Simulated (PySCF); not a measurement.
Nuclear quadrupole coupling in `C=C[P@@]1(=O)C=C(C)CC1`

Species: C7H11OP.
Structure used (PBE0-D3(BJ)/def2-SVP), in Å, numbered top down from 1:
```
atom  x, y, z in Å
C1     3.2808    1.1561    0.1267
C2     1.9832    0.9977   -0.1393
P3     1.1607   -0.5242    0.3942
O4     2.0947   -1.4468    1.1144
C5    -0.3736   -0.0055    1.1896
C6    -1.4299   -0.0895    0.3633
C7    -2.8309    0.2874    0.7077
C8    -1.1362   -0.5753   -1.0397
C9     0.2662   -1.1847   -1.0710
H10    3.8202    0.3667    0.6636
H11    3.8324    2.0525   -0.1731
H12    1.4004    1.7619   -0.6686
H13   -0.4296    0.3551    2.2191
H14   -3.2022    1.0695    0.0243
H15   -2.9180    0.6550    1.7387
H16   -3.5032   -0.5786    0.5855
H17   -1.9097   -1.2873   -1.3737
H18   -1.2101    0.2859   -1.7291
H19    0.2352   -2.2720   -0.8954
H20    0.8136   -1.0119   -2.0077
```

Field gradients from the PBE0/pcSseg-1 density (PySCF, non-relativistic), principal values in atomic units, ordered |Vxx| ≤ |Vyy| ≤ |Vzz|:

```csv
atom,Vxx,Vyy,Vzz
O4,-0.4337,-0.5470,0.9806
```

Task: Find the asymmetry η = (Vxx − Vyy)/Vzz and the couplings χ = eQV/h (234.96 MHz × Q in barn × V in au), with Q(17O) = −0.0256 b.

Result: 
| atom | environment | nucleus | η | χzz (MHz) | χxx (MHz) | χyy (MHz) |
| --- | --- | --- | --- | --- | --- | --- |
| O4 | phosphoryl oxygen | 17O | 0.12 | -5.90 | 2.61 | 3.29 |

The tensor is traceless: Vxx + Vyy + Vzz = 0.

Task: What is Vzz at O4 in SI units (1 au = 9.71736 × 10²¹ V/m²)?

Result: 0.9806 au = 9.529 × 10²¹ V/m².

Task: And the gradient at the other heavy atoms, for which no coupling is worked out here?

Result: 
```tsv
atom	environment	Vzz (au)	η
C1	terminal =CH2 carbon	0.423	0.26
C2	alkene CH carbon	0.269	0.67
P3	phosphoryl phosphorus	-0.352	0.50
C5	alkene CH carbon	0.217	0.56
C6	fully substituted alkene carbon	0.390	0.41
C7	allylic carbon	0.055	0.71
C8	allylic carbon	0.059	0.85
C9	sp3 carbon bound to phosphorus	0.071	0.54
```

Task: What couplings would deuterons (Q(2H) = 0.00286 b) have in place of the hydrogens, at this geometry?

Result: 
| atom | bonded to | bond length (Å) | Vzz (au) | η | χzz (kHz) |
| --- | --- | --- | --- | --- | --- |
| H10 | C1 | 1.096 | 0.2900 | 0.02 | 195 |
| H11 | C1 | 1.094 | 0.3031 | 0.02 | 204 |
| H12 | C2 | 1.097 | 0.3008 | 0.05 | 202 |
| H13 | C5 | 1.092 | 0.3097 | 0.05 | 208 |
| H14 | C7 | 1.103 | 0.2874 | 0.03 | 193 |
| H15 | C7 | 1.098 | 0.2943 | 0.03 | 198 |
| H16 | C7 | 1.103 | 0.2869 | 0.03 | 193 |
| H17 | C8 | 1.103 | 0.2844 | 0.03 | 191 |
| H18 | C8 | 1.106 | 0.2809 | 0.02 | 189 |
| H19 | C9 | 1.102 | 0.2868 | 0.02 | 193 |
| H20 | C9 | 1.099 | 0.2952 | 0.02 | 198 |

Isolated species at its PBE0-D3(BJ)/def2-SVP geometry (one conformer only). The basis is small and wasn't made for field gradients, so the couplings can be 20 % off.
